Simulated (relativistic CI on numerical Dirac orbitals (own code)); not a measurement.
W4+: 4f photoemission

Computed with this model: Dirac-Coulomb-Breit CI, orbitals from a KLI potential per configuration, model QED (radiative potential, 1s self-energy scaled to tabulated hydrogen-like ionisation energies), valence Slater integrals scaled by 0.8, multiplet model of photoemission in the sudden approximation; configurations [Xe] 4f14 5d2 → [Xe] 4f13 5d2; 300 K; Lorentzian 0.17 eV and Gaussian 0.5 eV FWHM. Energies are those of the free ion, without screening or charge transfer. The energies are binding energies and can lie tens of eV above those of solids. S is read from ⟨S²⟩ = S(S + 1).

Field parameters in Wybourne normalisation: Td as Oh with Dq negative (B⁴₀ = 21Dq, B⁴₄ = √(5/14) B⁴₀). The field is a parameter set, without covalency.

free ion: ground-state S = 0.94, centroid 85.87 eV. Peaks (eV, height): 84.7 (100), 86.9 (58), 88.6 (14).

Td, 10Dq = -3800 cm⁻¹: ground-state S = 0.96, centroid 85.91 eV. Peaks (eV, height): 84.8 (100), 86.9 (58), 88.7 (11).

Td, 10Dq = -10400 cm⁻¹: ground-state S = 0.98, centroid 85.99 eV. Peaks (eV, height): 84.9 (100), 87.0 (59).

Td, 10Dq = -17050 cm⁻¹: ground-state S = 0.99, centroid 86.03 eV. Peaks (eV, height): 84.9 (100), 87.1 (66), 88.6 (6).

Strongest unbroadened transitions for Td, 10Dq = -3800 cm⁻¹:

```tsv
Energy (eV)	Relative strength
84.53	51.9
84.56	98.8
84.66	92.1
84.68	37.4
84.69	72.2
84.87	49.5
84.89	100.0
84.95	17.9
84.96	40.5
84.99	48.2
85.08	33.7
86.58	22.6
86.79	28.4
86.89	71.9
86.97	63.5
86.98	34.1
87.17	18.7
88.77	20.5
```
